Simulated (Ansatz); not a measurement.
Reaction (homolysis of the H–Si bond): `[SiH3][SeH]` → H• + `[SiH2][SeH]`•

Program: Ansatz. Geometries: PBE0-D4/def2-TZVP. ΔE: electronic, gas phase. CCSD(T)/CBS adds triple-zeta CCSD(T) − MP2 to the extrapolated MP2 energy (def2 sets, frozen cores). This one scheme is used for every species, atoms too. Functionals use def2-TZVPP. Open shells (•) are unrestricted, without spin–orbit coupling. Bonds to Se are less sure, by a few kJ/mol each and by 10 to 20 or more in all where they break to atoms, as the def2 sets lack core-valence functions. Scalar relativity is left out up to krypton.

```csv
level,ΔE (kJ/mol)
CAM-B3LYP-D4,389.0
ωB97X-V,393.8
revPBE,359.3
HF/CBS(def2),313.3
```

(1) What does CCSD(T)/CBS give? (An estimate is asked.)

(2) What do rigid-rotor, harmonic-oscillator terms from PBE0-D4/def2-TZVP frequencies (298.15 K, 1 bar) make of the CCSD(T)/CBS value? (Estimate.)

Largest T1 diagnostic among the species: 0.014.

## Answers

(1) The calculation gave: +396.6 kJ/mol. The listed levels differ from it by -7.6, -2.8, -37.3, -83.3 kJ/mol.

(2) Computed: ΔZPE = -24.6 kJ/mol, ΔH = +377.7 kJ/mol, ΔS = 115 J/(mol·K), ΔG = +343.4 kJ/mol. Open shells count their whole term as degenerate.

From PBE to PBE0 (25 % exact exchange), in def2-TZVPP and without D4, ΔE moves by +6.7 kJ/mol. In def2-TZVPP, CCSD(T) changes the Hartree–Fock value by +75.9 kJ/mol (the triples alone add −0.3 kJ/mol) and MP2 by +67.9 kJ/mol; breaking electron pairs costs correlation energy, which Hartree–Fock lacks.
